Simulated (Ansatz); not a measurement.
```yaml
crystal:
  periodic: [false, false, false]
  atoms:
    - {symbol: Si, position_ang: [-1.125876, 0.304946, -0.742032]}
    - {symbol: C, position_ang: [0.147370, -0.754267, -0.056890]}
    - {symbol: Ga, position_ang: [1.377377, 0.182339, 1.027910]}
    - {symbol: H, position_ang: [-2.049432, -0.418359, -1.558509]}
    - {symbol: H, position_ang: [-0.541205, 1.334847, -1.543582]}
    - {symbol: H, position_ang: [-1.865597, 0.938965, 0.304817]}
    - {symbol: H, position_ang: [0.660013, -1.207386, -0.853913]}
    - {symbol: H, position_ang: [-0.320291, -1.503002, 0.512288]}
    - {symbol: H, position_ang: [1.109115, 0.330743, 2.504215]}
    - {symbol: H, position_ang: [2.608525, 0.791174, 0.405705]}
basis:
  gaussian: {orbitals: cc-pVDZ, nuclear_model: gaussian}
hamiltonian: {xc: {name: SVWN5}}
output: {forces: true}
```

```sh
$ ansatz run in.yaml --threads 2 --pin off --events-out ev --progress --plain --max-ram 4352MiB
```

Shortened log:

```
Functional definition: SVWN5
1202 factors; their error is unknown
mean field evaluation 1: about -61269.1401 eV, gradient 6.3e1 eV
mean field evaluation 2: about -61242.8352 eV, gradient 1.0e2 eV
mean field evaluation 4: about -61278.9480 eV, gradient 4.5e0 eV
mean field evaluation 8: about -61279.0209 eV, gradient 7.1e-2 eV
mean field evaluation 16: about -61278.9998 eV, gradient 5.7e-5 eV
mean field -61278.99983080 eV, -2251.9617073840 hartree, gradient 5.7e-5 eV, S^2 0.000000; 0 other end points of the search recorded, 0 dependent functions left out
reference -61278.99987399 eV, -2251.9617089710 hartree; 29, 29 occupied and 65, 65 virtual orbitals, 1202 factors
Total energy: -61278.99987399 eV, -2251.9617089710 hartree
Atom 0 at    -1.125876     0.304946    -0.742032 Å, force    -0.065569     0.101307    -0.025327 eV/Å
Atom 1 at     0.147370    -0.754267    -0.056890 Å, force     0.600424     0.887336     0.623437 eV/Å
Atom 2 at     1.377377     0.182339     1.027910 Å, force     0.060096     0.024152     0.047727 eV/Å
Atom 3 at    -2.049432    -0.418359    -1.558509 Å, force    -1.086505    -0.852648    -0.960922 eV/Å
Atom 4 at    -0.541205     1.334847    -1.543582 Å, force     0.651565     1.208017    -0.942028 eV/Å
Atom 5 at    -1.865597     0.938965     0.304817 Å, force    -0.881304     0.749872     1.197127 eV/Å
Atom 6 at     0.660013    -1.207386    -0.853913 Å, force     1.157456    -0.982135    -1.797041 eV/Å
Atom 7 at    -0.320291    -1.503002     0.512288 Å, force    -1.062129    -1.652075     1.296236 eV/Å
Atom 8 at     1.109115     0.330743     2.504215 Å, force    -0.191246     0.103374     0.985840 eV/Å
Atom 9 at     2.608525     0.791174     0.405705 Å, force     0.817213     0.412800    -0.425050 eV/Å
Dipole moment:     0.026093    -0.211480    -0.027015 e Å
```

It took 1.2 s on 2 threads of an Arm Neoverse V1 on a shared host, with 0.41 GiB of host memory at the peak.
